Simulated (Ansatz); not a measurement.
Cartesian coordinates in Å:
```
C -0.366 1.541 -1.101
Al -0.055 0.144 0.259
C -1.624 -0.727 1.075
C 1.643 0.183 1.262
S 0.582 -1.819 -1.317
H -0.654 2.482 -0.619
H -1.177 1.289 -1.793
H 0.525 1.760 -1.699
H -2.416 -0.950 0.351
H -1.373 -1.660 1.591
H -2.073 -0.067 1.827
H 1.858 -0.763 1.769
H 1.602 0.952 2.041
H 2.506 0.427 0.634
H -0.424 -1.656 -2.193
H 1.446 -1.136 -2.087
```

The species carries charge 0 and has multiplicity 1.

(1) List the ωB97M-V/def2-TZVPP orbital energies in eV (Ansatz 0.2.0). (An estimate is asked.)

Answers

(1) The calculation gave: Occupied: -2428.38, -1530.46, -279.95, -279.91, -279.91, -222.36, -165.47, -165.40, -165.28, -115.10, -74.77, -74.58, -74.58, -24.82, -21.26, -20.87, -20.85, -15.95, -14.29, -13.16, -13.01, -12.96, -12.87, -12.65, -12.58, -12.50, -10.68, -9.36, -9.34. Lowest empty: 1.43, 1.57, 2.37, 3.04, 3.14, 3.59, 4.11, 4.64.
